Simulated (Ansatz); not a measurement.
C$_{3}$H$_{7}$O, charge -1, singlet, geometry from GFN2-xTB (a gas-phase anion, which may not be bound at this level); SVWN5/STO-3G in Ansatz (a first-principles code).

The Ansatz input:
Ansatz 0.2 input:
```yaml
crystal:
  periodic: [false, false, false]
  atoms:
    - {symbol: O, position_ang: [-0.02364204, -0.72791359, -0.02410158]}
    - {symbol: C, position_ang: [-0.11695116, 0.72309764, 0.02353500]}
    - {symbol: C, position_ang: [1.27997189, -1.17584587, -0.05346219]}
    - {symbol: C, position_ang: [-1.53793975, 1.16403974, -0.03994654]}
    - {symbol: H, position_ang: [0.53282928, 1.00119920, 0.93898760]}
    - {symbol: H, position_ang: [0.44859738, 1.10785920, -0.85183032]}
    - {symbol: H, position_ang: [1.26753791, -2.27032695, -0.05197351]}
    - {symbol: H, position_ang: [1.82097837, -0.82845799, -0.95497355]}
    - {symbol: H, position_ang: [1.85749247, -0.82621646, 0.82524896]}
    - {symbol: H, position_ang: [-1.97405394, 1.11319354, 0.99190016]}
    - {symbol: H, position_ang: [-1.51473106, 2.25830906, -0.28530416]}
basis:
  gaussian:
    orbitals: STO-3G
hamiltonian:
  xc: {name: SVWN5}
total_charge: -1
```

What does Ansatz print? Leave out banner, timings and long lists.


```
Functional definition: SVWN5
383 factors; integrals over basis functions are off by at most 4.0e-5 eV
mean field evaluation 1: about -5149.1786 eV, gradient 2.9e1 eV
mean field evaluation 2: about -5116.6807 eV, gradient 9.0e1 eV
mean field evaluation 4: about -5152.0955 eV, gradient 4.6e0 eV
mean field evaluation 8: about -5152.0409 eV, gradient 4.0e-2 eV
mean field -5152.04094597 eV, -189.3340125856 hartree, gradient 1.9e-5 eV, S^2 0.000000; 0 other end points of the search recorded, 0 dependent functions left out
reference -5152.04096543 eV, -189.3340133007 hartree; 17, 17 occupied and 10, 10 virtual orbitals, 383 factors
Total energy: -5152.04096543 eV, -189.3340133007 hartree
```
